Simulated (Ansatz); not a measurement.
The same redistribution along the group Ti, Zr, Hf.

Computed with Ansatz on PBE0-D4/def2-TZVP structures; ΔE is electronic, products minus reactants. CCSD(T)/CBS adds triple-zeta CCSD(T) − MP2 to the extrapolated MP2 energy (def2 sets, frozen cores). Functionals use def2-TZVPP. def2 core potentials past Kr. For Hf, I, Ti, Zr outer-core shells are correlated without core-valence functions, which leaves a few kJ/mol of doubt a bond. Scalar relativity is left out up to krypton.

```csv
reaction,CCSD(T)/def2-SVP (kJ/mol),ωB97X-V (kJ/mol)
`[F][Ti]([F])([F])[I]` + silicon tetrachloride → `[F][Ti]([F])([F])[Cl]` + `Cl[Si](Cl)(Cl)I`,14,5
`[F][Zr]([F])([F])[I]` + silicon tetrachloride → `[F][Zr]([F])([F])[Cl]` + `Cl[Si](Cl)(Cl)I`,6,4
`[F][Hf]([F])([F])[I]` + silicon tetrachloride → `[F][Hf]([F])([F])[Cl]` + `Cl[Si](Cl)(Cl)I`,3,4
```

**Question.** Give the CCSD(T)/CBS values in the same order. (Estimate.)

**Answer.** Computed: 5, 3, 2 kJ/mol.

Largest T1 diagnostic: 0.024, for `[F][Ti]([F])([F])[Cl]`.
